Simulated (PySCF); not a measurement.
An unknown shows these calculated signals:

¹H NMR (500 MHz, computed): δ 9.93 (s, 1H), 4.17 (d, 2H), 1.86 (m, 1H), 1.17 (d, 6H).

¹³C{¹H} NMR (computed): δ 250.7 (C), 203.5 (CH), 21.4 (CH3), 15.2 (CH).

Method: GFN2-xTB structure, PBE0/pcSseg-1 with gauge-including orbitals, in PySCF 2.14 (relativity neglected, one averaged value for each set of equivalent atoms, single conformer, gas phase).

Chemical shifts δ = σref − σ; ¹H and ¹³C against TMS, all at this level.

Problem. Which of these does the molecule contain: an aldehyde, a tert-butyl group, a Si–H bond, an S-methyl group, a C≡C triple bond, a (CH3)2CH unit?

Solution. 
- An aldehyde: yes (δC 203.5; δH 9.93 (s)).
- A tert-butyl group: no.
- A Si–H bond: yes (δH 4.17 (d)).
- An S-methyl group: no.
- A C≡C triple bond: no.
- A (CH3)2CH unit: yes (δC 21.4, 15.2; δH 1.17 (d), 1.86 (m)).

The data belong to `CC(C)[SiH2]C(=O)C=O`, C5H10O2Si; they needn't prove each group on their own.

Carbon signals by region: 2 in the far downfield region (above 160 ppm), 2 below 50 ppm. Above 160 ppm: 250.7, carbonyl carbon, 203.5, aldehyde carbonyl carbon.

Shifts are as computed. Against solution values, carbons near 30 ppm lie about +3 ppm off and those near 130 ppm about +5 ppm. Of 1211 compounds with measured shifts, 218 miss one by over three times the rms of a fit or turn the order of signals round; such compounds aren't used in these exercises. No couplings were computed; multiplicities are counted from neighbouring protons, with m where these are inequivalent, close in shift, in a saturated or five-membered ring or joined by F or P, and br s for small geminal =CH2 splittings.
